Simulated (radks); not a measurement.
Bi3.25+, 79.75 electrons, occupied as [Xe] 4f14 5d10 6p(up 0.5, down 0.5) 6s(up 0.75, down 0) (fractional occupations, a model configuration).

All-electron calculation, scalar-relativistic Kohn-Sham, r2SCAN, spin-polarised, spherical densities, finite nucleus; meta-GGA in the generalised Kohn-Sham scheme; Fermi nuclear charge, rms radius 5.5211 fm. Program: a radial shooting solver on a logarithmic mesh with Libxc functionals.

Energy parts (hartree):
total: -21524.2434
kinetic: 24397.3719
electron-nucleus: -53692.0255
Hartree: 8164.5660
exchange-correlation: -394.1557

Orbitals (lengths in bohr, moments of r in powers of bohr):
| orbital | occ. | eigenvalue (hartree) | <r^4> |
|---|---|---|---|
| 1s up | 1 | -3335.409 | 3.333e-07 |
| 1s down | 1 | -3335.408 | 3.333e-07 |
| 2s up | 1 | -601.4350 | 0.00004782 |
| 2s down | 1 | -601.4348 | 0.00004782 |
| 2p up | 3 | -514.7064 | 0.00004003 |
| 2p down | 3 | -514.7061 | 0.00004003 |
| 3s up | 1 | -146.5542 | 0.001707 |
| 3s down | 1 | -146.5536 | 0.001707 |
| 3p up | 3 | -121.6706 | 0.001919 |
| 3p down | 3 | -121.6700 | 0.001919 |
| 3d up | 5 | -96.58772 | 0.001477 |
| 3d down | 5 | -96.58722 | 0.001477 |
| 4s up | 1 | -34.84385 | 0.03693 |
| 4s down | 1 | -34.84233 | 0.03693 |
| 4p up | 3 | -26.65622 | 0.04965 |
| 4p down | 3 | -26.65452 | 0.04964 |
| 4d up | 5 | -17.23818 | 0.06639 |
| 4d down | 5 | -17.23622 | 0.06638 |
| 4f up | 7 | -6.88778 | 0.1042 |
| 4f down | 7 | -6.88576 | 0.1041 |
| 5s up | 1 | -7.11852 | 0.8683 |
| 5s down | 1 | -7.11570 | 0.8659 |
| 5p up | 3 | -4.82184 | 1.516 |
| 5p down | 3 | -4.81851 | 1.500 |
| 5d up | 5 | -2.22148 | 4.627 |
| 5d down | 5 | -2.20876 | 4.463 |
| 6s up | 0.75 | -1.62988 | 27.76 |
| 6s down | 0 | -1.57784 | 28.37 |
| 6p up | 0.5 | -1.13828 | 60.24 |
| 6p down | 0.5 | -1.09971 | 65.42 |

The highest occupied level is 6p down at -29.925 eV. The configuration is held as typed, so some empty levels lie below it. Summed over all electrons, <r^2> = 41.59 bohr^2, which gives a Langevin (diamagnetic) susceptibility term of -32.9 x 10^-6 cm^3/mol. The density falls to 0.001 e/bohr^3 at r = 3.65 bohr. The spin density at the nucleus is 309.6 e/bohr^3 (1s 1.4, 2s 0.7, 3s 0.4, 4s 0.0, 5s 1.8, 6s 305.4). Spin moment in Bohr magnetons: 0.75.
